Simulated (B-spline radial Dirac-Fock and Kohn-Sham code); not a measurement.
## K-line shifts caused by a second vacancy in Rh

System: the free rhodium atom in the configuration [Kr] 4d8 5p1 (not the ground configuration).

Input of the calculation (task.json; shells as n, l, electrons):

```json
{"items": [{
  "Z": 45,
  "q": 0,
  "cfg": [[1, 0, 2], [2, 0, 2], [2, 1, 6], [3, 0, 2], [3, 1, 6], [3, 2, 10], [4, 0, 2], [4, 1, 6], [4, 2, 8], [5, 1, 1]],
  "A": 103,
  "rrms": 4.4945,
  "do": ["binding", "quiet", "double"]
}]}
```

Run with: `python xray_run.py task.json out`

Model: multi-electron Dirac-Fock with separately optimised hole states, Breit and Lamb-shift corrections added in first order. Program: a radial atomic solver. Each two-hole energy is an average over J within one jj subconfiguration, not an observable level; in light atoms, where LS coupling holds, the j-resolved values are not observed lines, and for a K spectator the Kα1 hypersatellite is nearly forbidden. No correlation.

Lines without a spectator: Kα2 (K-L2) 20071.8 eV, Kα1 (K-L3) 20214.3 eV, Kβ3 (K-M2) 22695.1 eV, Kβ1 (K-M3) 22720.3 eV. Shifts in eV with one spectator hole (a dash: not computed, or left out as unreliable):

```
spectator hole     Kα2     Kα1     Kβ3     Kβ1
        K (1s)  +507.1  +520.0  +644.4  +647.1
    L2 (2p1/2)   +54.3   +67.9       –  +145.5
    L3 (2p3/2)   +55.0   +54.6  +131.7       –
    M2 (3p1/2)       –   +7.21  +16.28  +19.98
    M3 (3p3/2)   +5.58       –  +17.36  +16.76
```
